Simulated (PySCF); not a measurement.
Computed structure and properties of [Eu(H2O)2]2+

System: [Eu(H2O)2]2+ (singlet in the valence; each metal's 4f electrons, 7 of them, lie in its core potential, out of spins and levels); start: template (D2d). Method: PySCF 2.14.0, RKS PBE0, Eu lcecp-0-SVP with ECP53, O def2-SVP, H def2-SVP; non-relativistic Hamiltonian with scalar-relativistic core potentials where named; density fitting; no spin-orbit coupling.

Input of the relaxation:

```python
mol = gto.M(atom='''
Eu     0.00000    -0.00000     0.00000
O     -0.00000    -0.00000     2.64500
H      0.54450     0.54450     3.23500
H     -0.54450    -0.54450     3.23500
O      0.00000     0.00000    -2.64500
H      0.54450    -0.54450    -3.23500
H     -0.54450     0.54450    -3.23500''',
    basis={'Eu': 'lcecp-0-SVP', 'O': 'def2-SVP', 'H': 'def2-SVP'},
    ecp={'Eu': 'lcecp-0-SVP'},
    charge=2, spin=0)
mf = dft.RKS(mol, xc='PBE0')
mf.grids.atom_grid = (50, 194)  # f atoms: unpruned, at least (60, 302)
mf = mf.density_fit()  # fitting sets: Eu AutoAux, O def2-universal-JKFIT, H def2-universal-JKFIT
mf.conv_tol = 1e-08; mf.max_cycle = 55
mf.kernel(dm0)  # dm0: converged density of the start geometry
# quasi-Newton relaxation in Cartesian coordinates to a largest gradient under 0.00045 Eh/bohr, steps kept in the point group
```

Run from Python with OMP_NUM_THREADS=2; the lines above give its settings. Where DIIS fails, smearing, a level shift and second-order steps follow.
It took 11 s on 2 threads of Arm Neoverse V2, on a shared host, from the converged density of the start.

Course of the relaxation:

```json
{"step": "0", "energy above end (eV)": "0.1326", "largest force component within the symmetry (eV/Å)": "0.952"}
{"step": "1", "energy above end (eV)": "0.0820", "largest force component within the symmetry (eV/Å)": "0.482"}
{"step": "2", "energy above end (eV)": "0.0110", "largest force component within the symmetry (eV/Å)": "0.353"}
{"step": "3", "energy above end (eV)": "0.0024", "largest force component within the symmetry (eV/Å)": "0.238"}
{"step": "4", "energy above end (eV)": "0.0000", "largest force component within the symmetry (eV/Å)": "0.009"}
{"step": "5", "energy above end (eV)": "0.0000", "largest force component within the symmetry (eV/Å)": "0.000"}
```

Relaxed geometry (D2d):

```xyz
7

Eu    0.0000    0.0000    0.0000
O     0.0000    0.0000    2.4788
H     0.5400    0.5400    3.0838
H    -0.5400   -0.5400    3.0838
O     0.0000    0.0000   -2.4788
H     0.5400   -0.5400   -3.0838
H    -0.5400    0.5400   -3.0838
```

| contact | Å |
| --- | --- |
| Eu1–O2 (H2O) | 2.479 |
| Eu1–O5 (H2O) | 2.479 |

On the finer grid (75, 302):

```
HOMO                                                          : not given (4f levels lie in the core)
LUMO                                                          : not given (4f levels lie in the core)
Dipole about the centre of mass                               : 0.00 D
Set of Mulliken populations of Eu1 outside the core potential : s 2.07, p 6.06, d 0.26, f 0.01
D3(BJ) dispersion energy (not in the energies)                : -0.072 eV
```

```csv
atom,Mulliken (e),Löwdin (e),spin (e)
Eu1,1.59,1.48,0.00
O2,-0.34,-0.06,0.00
H3,0.27,0.16,0.00
H4,0.27,0.16,0.00
O5,-0.34,-0.06,0.00
H6,0.27,0.16,0.00
H7,0.27,0.16,0.00
```

The 4f levels lie in the core potential and are missing. Their spin isn't counted.

On the grid (50, 194), as all that follows. Harmonic modes: a minimum within the noise of the softest modes; lowest -22 cm⁻¹ (negative: unstable), highest 3808 cm⁻¹, zero-point energy 1.327 eV.

Taking off one H2O (charge 0, singlet; the rest: singlet) in vacuum, both parts rigid, costs 2.14 eV; the small basis without counterpoise inflates it. Parting with an electron moved from the ligand to the metal can be far cheaper, even downhill.

Rigid scan of H2O along the line from its metal:

distance to O2 (Å), energy (eV) and a bar:
```
     2.18      0.394 ##############################
     2.28      0.150 ###########
     2.38      0.032 ##
     2.48      0.000 
     2.58      0.024 ##
     2.68      0.084 ######
     2.88      0.258 ####################
```

One start shape was tried, so this needn't be the lowest isomer.

An lcecp potential fixes the number of 4f electrons, so in runs with it no electron can move into or out of that shell.
